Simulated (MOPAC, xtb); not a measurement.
Spectroscopic constants of SnRu, multiplicity 3 (lowest of 2S+1 = 1, 3, 5, 7 at PBE0/def2-TZVPP; our sources give no spin for the ground state, which may be another). No spin–orbit coupling.

The constants come from a fifth-degree fit in 1/R (seven points, main isotopes). Runs in def2 and cc sets follow the lowest solution found near the PBE0 minimum.

Codes used: MOPAC for PM7 (differences of heats of formation); xtb for the GFN methods. Values without a source in brackets are computed. The GFN methods have no spin term and hold the electronic entropy of 300 K.

```
level     r_e (Å)  ω_e (cm⁻¹)  ω_e x_e (cm⁻¹)  B_e (cm⁻¹)
--------  -------  ----------  --------------  ----------
PM7         2.499         234            0.26      0.0490
GFN1-xTB    2.480         281             1.3      0.0498
GFN2-xTB    2.397         281             1.9      0.0533
```

The state that PM7 reach isn't checked; PM7 holds dispersion and hydrogen-bond terms.

Doubts at one or more of the structures used: a spin-contaminated determinant (PM7).
